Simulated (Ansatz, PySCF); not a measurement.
Caution: the highest occupied level lies above zero, so the state may not be bound. This triplet is an excited state, 0.54 eV above the relaxed singlet at the level composite: frozen-core CCSD(T) with HF/aug-cc-pVQZ and the correlation energy extrapolated as X^-3 from aug-cc-pVTZ and aug-cc-pVQZ, plus CCSDT(Q) minus CCSD(T) in aug-cc-pVDZ // B3LYP-D3(BJ)/def2-TZVPD (Ansatz, a program for electronic structure).

B3LYP has the VWN-RPA correlation part, as in Gaussian. 

## HBCl, SMILES `[BH-]Cl` (excited triplet) (charge -1, multiplicity 3)

All values below come from PySCF with B3LYP-D3(BJ)/def2-TZVPD.

| Quantity | Value |
|---|---|
| highest occupied spin orbital | 1.97 eV |
| total energy | -485.6438 Ha |
| cost | very roughly 16 core-seconds |

Bond lengths (Å): B1–Cl2 1.862, B1–H3 1.201. Bond angles (°): Cl2–B1–H3 120.3.
Charge -1, spin multiplicity 3.
